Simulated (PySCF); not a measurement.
# Computed properties of C2H4N3, SMILES c1nc[nH+][nH]1, charge +1

C2H4N3, SMILES c1nc[nH+][nH]1, charge +1. Coordinates come from a PBE0-D3(BJ)/def2-SVP optimisation. The isomer is the one that the SMILES or the coordinates give; other isomers of the formula were not compared. One conformer was computed; it need not be the lowest. All values are computed for the isolated molecule unless a solvent is named; none is compared with measurement here.

**Structure.** The optimised structure has C2v symmetry. All 21 harmonic modes at PBE0-D3(BJ)/def2-SVP (PySCF) are real, so it is a minimum. With heavy atoms numbered as in [cH:1]1[n:2][cH:3][nH:4][nH+:5]1, the shortest bond between them is N2–C3 at 1.324 Å and the longest N4–N5 at 1.339 Å.

**Vibrations.** The strongest infrared lines (harmonic, unscaled, degenerate partners summed) lie at 3610 cm⁻¹ (392 km/mol, H 92 %), 635 cm⁻¹ (272 km/mol, H 74 %, N 20 %), 3597 cm⁻¹ (164 km/mol, H 92 %). The softest mode is at 555 cm⁻¹ and the zero-point energy is 46.2 kcal/mol.

**Electronic structure.** HF/def2-TZVP (PySCF) places the frontier levels at -17.55 and -2.71 eV, a gap of 14.84 eV and a mean polarisability of 34.6 bohr³. PBE/def2-TZVP (PySCF) at the same geometry gives -12.72 and -7.80 eV, so its gap is 9.92 eV narrower. An orbital gap is neither the optical nor the fundamental gap.

**Excitations.** TDA-CAM-B3LYP/def2-SVPD (PySCF) has S1 at 5.82 eV (213 nm, f = 0.000, dark); the most intense of the 10 singlets computed lies at 9.57 eV (f = 0.36). T1 (TDA) is at 4.97 eV, 0.85 eV under S1. TDA-PBE/def2-SVPD (PySCF) puts S1 at 4.87 eV. No vertical singlet excitation falls in the visible range (under 3.1 eV).

**NMR.** GIAO shifts at HF/pcSseg-1 (PySCF) (non-relativistic, atoms alike by connectivity averaged): ¹³C at 167.0 ppm against TMS; ¹H from 9.8 to 10.8 ppm against TMS.

**Solvation.** SMD-ωB97X/def2-SVP (PySCF) gives -73.2 kcal/mol in water, -65.8 kcal/mol in ethylethanoate, -76.4 kcal/mol in acetonitrile (1 M in both phases, gas-phase geometry); of these solvents acetonitrile holds the molecule best.
